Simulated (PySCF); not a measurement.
Polarisability and C₆ of Cd³²⁺ (cadmium, charge +32)

[Ne] 3s2 3p4, high-spin 3P determinant. Calculation: PySCF 2.14, in an even-tempered Gaussian basis (16 s from 4.4 bohr⁻², ratio 2.5; 11 p from 5.7 bohr⁻², ratio 2.5; 5 d from 27 bohr⁻², ratio 2.7; 4 f from 41 bohr⁻², ratio 2.7); no relativity, point nucleus. Coupled (time-dependent) response in atomic units; α is the mean over directions.

| method | mean α (bohr³) | α xx, yy, zz | C₆ (like pair) | S(−4) |
| --- | --- | --- | --- | --- |
| UHF | 0.01812 | 0.02318, 0.008014, 0.02318 | 0.001622 | 0.0009237 |
| PBE0 | 0.01790 | 0.02278, 0.008146, 0.02278 | 0.001586 | 0.0009468 |

S(−4) is the Cauchy moment in α(ω) = α(0) + S(−4) ω² + …

Spin-orbit coupling is absent.

α(iu) at PBE0:

| u (hartree) | α(iu) (bohr³) |
| --- | --- |
| 0 | 0.01790 |
| 0.700 | 0.01746 |
| 1.40 | 0.01631 |
| 2.80 | 0.01337 |
| 4.20 | 0.01091 |
| 5.60 | 0.009101 |
| 7.00 | 0.007754 |
| 10.5 | 0.005531 |
| 14.0 | 0.004212 |
| 21.0 | 0.002815 |
| 35.0 | 0.001729 |

A single London oscillator, α(iu) = α/(1 + u²/ω²), gives C₆ = (3/4) ω α². Matching the computed C₆ needs ω = 4 × 0.001586 / (3 × 0.01790²) = 6.60 hartree.

For an ion, C₆ is the dispersion term alone; charge-induced terms of lower order in 1/R come first.

The components differ because the open shell of this determinant is not spherical; for a pure term their mean is the scalar polarisability.

A non-relativistic calculation at this Z misses sizeable relativistic shifts. Spin-orbit coupling is strong in this species (close to jj coupling), so the high-spin LS determinant is a model state, not a physical level.
